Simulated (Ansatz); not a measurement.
Input for Ansatz (a quantum-chemistry and plane-wave program): R-B3LYP-D3(BJ)/def2-TZVP on CH4 (SMILES C).

Ansatz 0.2 input:
```yaml
crystal:
  periodic: [false, false, false]
  atoms:
    - {symbol: C, position_ang: [0.00000000, -0.00000000, 0.00000000]}
    - {symbol: H, position_ang: [0.62885949, 0.62885949, 0.62885949]}
    - {symbol: H, position_ang: [-0.62885949, -0.62885949, 0.62885949]}
    - {symbol: H, position_ang: [0.62885949, -0.62885949, -0.62885949]}
    - {symbol: H, position_ang: [-0.62885949, 0.62885949, -0.62885949]}
basis:
  gaussian:
    orbitals: def2-TZVP
hamiltonian:
  xc: b3lyp
  dispersion: d3bj
accuracy: high
phonons: {}
scf: {lower_state_search: off}
```

Question: Predict the final total energy.

Answer: -40.5394 hartree.

Question: How many basis functions does it have, and what does it roughly cost on one machine?

Answer: 55 functions; roughly 11 core-seconds.
